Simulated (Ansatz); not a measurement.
`OCBF` and `OBCO` differ in one atom or group.

Ansatz, PBE0-D4/def2-TZVP geometries, multiplicity 1. Each molecule was computed in one conformer, which needn't be the lowest.

| property | `OCBF` |
| --- | --- |
| HOMO–LUMO gap (PBE0/def2-TZVPP) / eV | 7.35 |
| HOMO–LUMO gap (ωB97M-V/def2-TZVPP) / eV | 11.76 |
| size of the dipole moment (B3LYP/def2-TZVPP) / D | 1.22 |
| HOMO energy (ωB97M-V/def2-TZVPP) / eV | -10.56 |
| LUMO energy (PBE/def2-TZVPP) / eV | -1.79 |
| LUMO energy (PBE0/def2-TZVPP) / eV | -0.77 |

(1) What does the change do to each property? (Estimate.)

Answers

(1) Computed: 
| property | `OBCO` | shift |
| --- | --- | --- |
| HOMO–LUMO gap (PBE0/def2-TZVPP) / eV | 7.56 | 0.21 |
| HOMO–LUMO gap (ωB97M-V/def2-TZVPP) / eV | 11.91 | 0.15 |
| size of the dipole moment (B3LYP/def2-TZVPP) / D | 3.01 | 1.79 |
| HOMO energy (ωB97M-V/def2-TZVPP) / eV | -10.11 | 0.45 |
| LUMO energy (PBE/def2-TZVPP) / eV | -1.11 | 0.68 |
| LUMO energy (PBE0/def2-TZVPP) / eV | -0.10 | 0.67 |

With PBE0 the HOMO rises by 0.45 eV and the LUMO rises by 0.67 eV, so the gap widens by about 0.22 eV. PBE moves the HOMO by 0.44 eV and ωB97M-V by 0.45 eV. Dipoles are sizes alone; their direction can turn.

B3LYP here is the variant with VWN-RPA as its local correlation; programs differ in this.
